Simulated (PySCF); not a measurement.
Ground-state electric properties of a mixed set of molecules.

All values: B3LYP/def2-SVPD (PySCF) at GFN2-xTB geometries, gas phase, one conformer each. Core orbitals are frozen in the response; Δα² is half the sum of the squared differences of the principal polarisabilities.

Question: Rank by polarisability anisotropy Δα, highest first.
A. `[CH3:1][CH2:2][C:3](=[S:4])[CH2:5][SiH2:6][Cl:7]` with C1–C2–C3–S4 -10°, C2–C3–C5–Si6 -94°, C3–C5–Si6–Cl7 176°
B. `[CH3:1]/[CH:2]=[C:3](\[Cl:4])[S:5][CH2:6][SiH3:7]` with C2–C3–S5–C6 140°, C3–S5–C6–Si7 -177°
C. `[CH3:1]/[CH:2]=[C:3](/[Cl:4])[S:5][CH2:6][SiH3:7]` with C2–C3–S5–C6 170°, C3–S5–C6–Si7 -59°
D. `[CH3:1][S:2][C@H:3]1[CH2:4][Si@@H:5]([Cl:6])[CH2:7]1` with C1–S2–C3–C4 -61°

Answer: B (9.76 Å³), C (7.58 Å³), A (6.37 Å³), D (4.17 Å³).

Question: Rank by mean static polarisability, highest first.
A. `CS[C@H]1C[Si@@H](Cl)C1`
B. `C/C=C(\Cl)SC[SiH3]`
C. `C/C=C(/Cl)SC[SiH3]`
D. `CCC(=S)C[SiH2]Cl`

Answer: B (17.29 Å³), C (16.80 Å³), D (16.40 Å³), A (15.62 Å³).

All values together:

```json
{"SMILES": "C/C=C(\\Cl)SC[SiH3]", "formula": "C4H9ClSSi", "μ (D)": "1.12", "HOMO (eV)": "-6.21", "LUMO (eV)": "-0.56", "α (Å³)": "17.29", "Δα (Å³)": "9.76", "electrons": "80", "α per electron (Å³)": "0.216"}
{"SMILES": "CS[C@H]1C[Si@@H](Cl)C1", "formula": "C4H9ClSSi", "μ (D)": "1.16", "HOMO (eV)": "-6.10", "LUMO (eV)": "-0.11", "α (Å³)": "15.62", "Δα (Å³)": "4.17", "electrons": "80", "α per electron (Å³)": "0.195"}
{"SMILES": "CCC(=S)C[SiH2]Cl", "formula": "C4H9ClSSi", "μ (D)": "2.32", "HOMO (eV)": "-6.17", "LUMO (eV)": "-2.27", "α (Å³)": "16.40", "Δα (Å³)": "6.37", "electrons": "80", "α per electron (Å³)": "0.205"}
{"SMILES": "C/C=C(/Cl)SC[SiH3]", "formula": "C4H9ClSSi", "μ (D)": "0.38", "HOMO (eV)": "-5.94", "LUMO (eV)": "-0.49", "α (Å³)": "16.80", "Δα (Å³)": "7.58", "electrons": "80", "α per electron (Å³)": "0.210"}
```

Conformers: `[CH3:1]/[CH:2]=[C:3](\[Cl:4])[S:5][CH2:6][SiH3:7]` with C2–C3–S5–C6 140°, C3–S5–C6–Si7 -177°; `[CH3:1][S:2][C@H:3]1[CH2:4][Si@@H:5]([Cl:6])[CH2:7]1` with C1–S2–C3–C4 -61°; `[CH3:1][CH2:2][C:3](=[S:4])[CH2:5][SiH2:6][Cl:7]` with C1–C2–C3–S4 -10°, C2–C3–C5–Si6 -94°, C3–C5–Si6–Cl7 176°; `[CH3:1]/[CH:2]=[C:3](/[Cl:4])[S:5][CH2:6][SiH3:7]` with C2–C3–S5–C6 170°, C3–S5–C6–Si7 -59°.
